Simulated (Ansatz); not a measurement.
Conformers of C2H8OSeSn, SMILES `C[O][SnH]([CH3])[SeH]`, each relaxed with PBE0-D4/def2-TZVP in Ansatz. CBS adds the triple-zeta coupled-cluster correction to the MP2 limit.

Elements past krypton have def2 core potentials. Outer-core shells of Se, Sn are correlated without core-valence functions. Scalar relativity is left out up to krypton. Spin–orbit coupling is left out.

Not all of them had a frequency check.

Conformer A:

Cartesian coordinates in Å:
```
C -1.784 1.092 -0.825
O -1.085 -0.124 -0.797
Sn 0.763 -0.168 -0.113
C 0.712 -0.767 1.929
Se 1.957 -1.959 -1.421
H -2.126 1.402 0.173
H -1.192 1.918 -1.246
H -2.670 0.968 -1.455
H 1.392 1.394 -0.433
H 0.206 -1.729 2.001
H 1.725 -0.857 2.319
H 0.162 -0.027 2.511
H 1.941 -1.145 -2.643
```

Conformer B:

Cartesian coordinates in Å:
```
C -0.647 0.673 2.095
O -0.095 -0.317 1.267
Sn -0.169 -0.126 -0.689
C 1.016 -1.744 -1.376
Se 0.879 2.098 -1.307
H -0.452 0.400 3.136
H -0.202 1.662 1.917
H -1.736 0.764 1.971
H -1.818 -0.086 -1.144
H 1.007 -1.781 -2.465
H 0.617 -2.674 -0.972
H 2.038 -1.607 -1.025
H -0.438 2.738 -1.409
```

Problem. Which is lowest in electronic energy at CCSD(T)/CBS (frozen core, def2 sets), and by how much? (An estimate is asked.)

Solution. Ansatz gave: B; A lies 7.6 kJ/mol higher.

Problem. Give the energies relative to B (kJ/mol) with r2SCAN-D4/def2-TZVPP, B3LYP-D4/def2-TZVPP, ωB97M-V/def2-TZVPP, r2SCAN/def2-TZVPP, HF/def2-TZVPP, SCS-MP2/def2-QZVPP, HF/CBS(def2). (Best estimate.)

Solution. Computed: 
| level | A |
| --- | --- |
| r2SCAN-D4/def2-TZVPP | 8.2 |
| B3LYP-D4/def2-TZVPP | 8.0 |
| ωB97M-V/def2-TZVPP | 7.9 |
| r2SCAN/def2-TZVPP | 8.0 |
| HF/def2-TZVPP | 6.1 |
| SCS-MP2/def2-QZVPP | 7.4 |
| HF/CBS(def2) | 5.8 |

B3LYP here is the variant with VWN-RPA as its local correlation; programs differ in this.
